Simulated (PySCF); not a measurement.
Problem. Give a PBE0-D3(BJ)/def2-SVP geometry of `[F][SnH2][F]`.

Solution. 
```xyz
5
F2H2Sn angstrom
F     -1.332   -0.933    0.364
Sn     0.043    0.422    0.373
F      1.662   -0.583    0.062
H      0.129    1.038    1.955
H     -0.210    1.406   -0.990
```

Any rigid rotation of these coordinates is as good. Atoms count from 1 in this order. Sn2 (tin bonded to 2 F and 2 H) is distorted tetrahedral (angles from 103.4° to 123.0°).

Bonds between heavy atoms (Å): F1–Sn2 1.930, Sn2–F3 1.930.

Theory: PySCF 2.14.0, PBE0-D3(BJ)/def2-SVP geometry optimisation, gas phase, def2 core potentials past Kr.

Point group: C2v (every atom within 0.08 Å of its image). Whether it is a minimum is left open (no frequencies).

***

Q: Give a PBE0-D3(BJ)/def2-SVP geometry of `BrC(=C)CF`.

A: 
Z-matrix in Å and degrees, rows numbered from 1:
```
C 
C   1  1.3285
Br  2  1.8905  1  122.31
C   2  1.4982  1  125.21  3  -179.97
F   4  1.3642  2  110.89  1     0.30
H   1  1.0922  2  118.59  3   179.97
H   1  1.0906  2  122.14  3    -0.05
H   4  1.1046  2  109.71  1  -120.59
H   4  1.1045  2  109.72  1   121.18
```

The 5 heavy atoms lie in one plane (0.002 Å rms). The C–C distances run from 1.329 Å (C1=C2, drawn double) to 1.498 Å (C2–C4, drawn single), a spread of 0.169 Å. Of the pairs four or more bonds apart, F5···H6 is among the closest relative to their van der Waals radii: 2.40 Å, 90 % of the sum of Bondi's values.

Computed with PySCF, PBE0-D3(BJ)/def2-SVP geometry optimisation, gas phase.

Point group: Cs (every atom within 0.08 Å of its image). No frequency check. One conformer, not necessarily the lowest (C1–C2–C4–F5 0°).
